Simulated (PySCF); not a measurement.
## Structure from NMR data

An unknown has the formula C3H12FPSi3. Its calculated NMR data are:

$^{1}$H NMR (500 MHz, computed): δ 5.16 (m, 1H), 4.95 (m, 1H), 4.79 (m, 1H), 4.63 (m, 1H), 4.43 (m, 1H), 4.33 (m, 1H), 1.36 (m, 2H), -0.08 (m, 1H), -0.11 (m, 1H), -0.19 (m, 1H), -0.20 (m, 1H).

$^{13}$C{$^{1}$H} NMR (computed): δ 83.0 (CH), -4.0 (CH2), -9.5 (CH2).

[PySCF 2.14: structure optimised with GFN2-xTB; NMR shieldings at PBE0/pcSseg-1/GIAO; no solvent; averaged over atoms made equivalent by symmetry, fast rotation or ring inversion; no relativistic terms; a single conformation]

References, each an isolated molecule treated in the same way: $^{1}$H and $^{13}$C against TMS.

**Question.** Which candidate is it?
A. F[C@@H]1CC[SiH2][SiH2][Si@@H]1P
B. F[C@@H]1CC[SiH2][SiH2][Si@H]1P
C. F[C@@H]1[SiH2]C[SiH2]C[Si@H]1P
D. F[C@H]1[SiH2]C[Si@@H](P)C[SiH2]1
E. F[C@H]1[SiH2]C[Si@H](P)C[SiH2]1

**Answer.** C. 

- 3 carbon signals for 3 carbons: no two carbons are equivalent.
- Carbon types of the structure: 1 × CH, 2 × CH2, leaving 7 H on heteroatoms.
- δC 83.0: sp3 CH bonded to F and 2 Si; deshielded by the electronegative neighbour.
- δC -4.0, -9.5: sp3 CH2 bonded to 2 Si; an electropositive neighbour leaves it electron-rich and shielded.
- δH 4.95: hydrogen on an sp3 CH bonded to F and 2 Si; its carbon carries F, hence the downfield position.
- δH 4.79, 4.63, 4.43, 4.33: hydrogen on a silicon bonded to 2 C, in a 6-membered ring.
- δH -0.08, -0.11, -0.19, -0.20: hydrogen on an sp3 CH2 bonded to 2 Si; an electropositive neighbour shields it, as in TMS itself.

The others: F[C@H]1[SiH2]C[Si@H](P)C[SiH2]1 would give 2 carbon signals, not 3; F[C@H]1[SiH2]C[Si@@H](P)C[SiH2]1 would give 2 carbon signals, not 3; F[C@@H]1CC[SiH2][SiH2][Si@@H]1P has carbons computed at 91.4, 33.1, 2.5; F[C@@H]1CC[SiH2][SiH2][Si@H]1P has carbons computed at 91.9, 30.3, 4.2.

Splittings by $^{19}$F and $^{31}$P in the carbon and heteronuclear signals aren't shown, as no couplings were computed. Shifts are as computed. Against solution values, carbons near 30 ppm lie about +3 ppm off and those near 130 ppm about +5 ppm. Of 1211 compounds with measured shifts, 218 miss one by over three times the rms of a fit or turn the order of signals round; such compounds aren't used in these exercises. Multiplicities follow the n + 1 count of equivalent neighbours, as no J values were calculated; m marks all less simple cases, F and P coupling included.
